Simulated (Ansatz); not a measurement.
Ansatz (a first-principles code) input file for C4H7FSi, SMILES C[Si@H]1C=C[C@H]1F, PBE0/def2-SVPD. Coordinates come from a TPSSh-D3(BJ)/def2-SVP optimisation. The structure was generated by enumeration; whether it is a known compound was not checked.

Ansatz 0.2 input:
```yaml
crystal:
  periodic: [false, false, false]
  atoms:
    - {symbol: C, position_ang: [2.15352081, 0.19184005, -0.08297627]}
    - {symbol: Si, position_ang: [0.53119338, -0.65159994, -0.50627889]}
    - {symbol: C, position_ang: [-0.48125629, -1.31961023, 0.92100038]}
    - {symbol: C, position_ang: [-1.37471598, -0.30412454, 0.83105329]}
    - {symbol: C, position_ang: [-1.00559697, 0.51664846, -0.38788864]}
    - {symbol: F, position_ang: [-0.75966033, 1.86106134, -0.09338213]}
    - {symbol: H, position_ang: [2.54936620, 0.73077739, -0.95955027]}
    - {symbol: H, position_ang: [1.99512384, 0.91961562, 0.72761690]}
    - {symbol: H, position_ang: [2.91476137, -0.53688613, 0.24024895]}
    - {symbol: H, position_ang: [0.69380723, -1.50927666, -1.71852702]}
    - {symbol: H, position_ang: [-0.50401036, -2.13707644, 1.64624622]}
    - {symbol: H, position_ang: [-2.22973057, -0.08943790, 1.48870664]}
    - {symbol: H, position_ang: [-1.77079148, 0.48660869, -1.18353033]}
basis:
  gaussian:
    orbitals: def2-SVPD
hamiltonian:
  xc: {name: PBE0}
```

Log of the run:

```
WARN ansatz: RAYON_NUM_THREADS=2 ignored (pool sized by the plan → 2); use --threads N
Functional definition: PBE0
integrals: 0.12 GiB planned
1554 factors; their error is unknown
mean field: 1.06 GiB planned
mean field evaluation 1: about -14829.9574 eV, gradient 5.5e1 eV
mean field evaluation 2: about -14827.8995 eV, gradient 6.0e1 eV
mean field evaluation 4: about -14837.2349 eV, gradient 1.9e0 eV
mean field evaluation 8: about -14837.2412 eV, gradient 4.2e-2 eV
mean field evaluation 16: about -14837.2911 eV, gradient 1.0e-4 eV
mean field -14837.29108725 eV, -545.2603903792 hartree, gradient 1.9e-5 eV, S^2 0.000000; 0 other end points of the search recorded, 0 dependent functions left out
reference -14837.29112535 eV, -545.2603917794 hartree; 27, 27 occupied and 156, 156 virtual orbitals, 1554 factors
Total energy: -14837.29112535 eV, -545.2603917794 hartree
```

The run converged.

Cost: roughly 10 core-seconds.
